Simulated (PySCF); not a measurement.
**Exercise with solution: oscillator strength and radiative lifetime**

C3H3BrF2, SMILES FC(F)/C=C\Br.

The structure is a stationary point at B3LYP-D3(BJ)/def2-SVP. The structure was generated by enumeration; whether it is a known compound was not checked. One conformer was computed; it need not be the lowest.

TDA-LC-ωPBE/def2-SVPD run with PySCF puts the first singlet state with f over 0.02 at 6.93 eV (vertical), with the transition dipole (0.151, 0.484, 0.000) in atomic units.

Find the oscillator strength, the wavelength and the radiative lifetime that this transition would have in vacuum if emission retraced absorption.


|μ|² = 0.2571 au, so |μ| = 1.29 D. ΔE = 6.93/27.211 = 0.2547 hartree. f = (2/3) ΔE |μ|² = 0.044 (the program prints 0.044).
λ = 1239.84/6.93 = 179 nm; ν = 55894 cm⁻¹.
Einstein's coefficient A = 0.6670 ν² f s⁻¹ (ν in cm⁻¹) = 9.1e7 s⁻¹, so τ = 1/A = 11 ns. This state is S2; the lower singlet has f = 0.000. The figure is the radiative limit of this one transition; relaxation, internal conversion, crossing to triplets and a medium change what is measured.
